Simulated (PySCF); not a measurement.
Potential energy curve for BeH (cation, charge +1), singlet.

Computed with PySCF with CCSD(T) on UHF/cc-pVDZ.

Task: Relative to R = 1.33 Å, what are the energies at R = 1.20, 1.53, 2.36, 5.29 Å?

Result: 15.9 kJ/mol at 1.20 Å, 22.1 kJ/mol at 1.53 Å, 207.4 kJ/mol at 2.36 Å, 287.4 kJ/mol at 5.29 Å.

The unrestricted determinant behind UCCSD(T) is spin-contaminated at 1.80 to 5.29 Å (<S²> up to 1.0, against 0.00 for a pure singlet).
